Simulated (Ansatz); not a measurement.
Start from `BN` and change one atom or group to get `N[BH][SbH2]`.

Ansatz, PBE0-D4/def2-TZVP geometries, multiplicity 1. Each molecule was computed in one conformer, which needn't be the lowest.

Elements past krypton have def2 core potentials.

```tsv
property	`BN`
size of the dipole moment (ωB97M-V/def2-TZVPP) / D	1.97
LUMO energy (B3LYP/def2-TZVPP) / eV	-0.02
HOMO–LUMO gap (ωB97M-V/def2-TZVPP) / eV	13.18
LUMO energy (PBE/def2-TZVPP) / eV	-0.75
LUMO energy (PBE0/def2-TZVPP) / eV	0.23
size of the dipole moment (PBE/def2-TZVPP) / D	2.07
```

(1) Give the same properties after the change, and the shifts. (Best estimate.)

Answers

(1) The calculation gave: 
```
                                          property  `N[BH][SbH2]`  shift
size of the dipole moment (ωB97M-V/def2-TZVPP) / D           2.54   0.57
               LUMO energy (B3LYP/def2-TZVPP) / eV          -0.57  -0.55
           HOMO–LUMO gap (ωB97M-V/def2-TZVPP) / eV          10.22  -2.96
                 LUMO energy (PBE/def2-TZVPP) / eV          -1.26  -0.51
                LUMO energy (PBE0/def2-TZVPP) / eV          -0.37  -0.60
    size of the dipole moment (PBE/def2-TZVPP) / D           2.55   0.48
```

With PBE0 the HOMO rises by 2.01 eV and the LUMO falls by 0.60 eV, so the gap narrows by about 2.61 eV. PBE moves the HOMO by 1.65 eV and ωB97M-V by 2.38 eV. The zero-point energy changes by 14.7 kJ/mol with +6 modes. Dipoles are sizes alone; their direction can turn.

B3LYP here is the variant with VWN-RPA as its local correlation; programs differ in this.

Spin–orbit coupling is left out; it splits and shifts lone-pair levels of the heavy atoms by tenths of an eV.
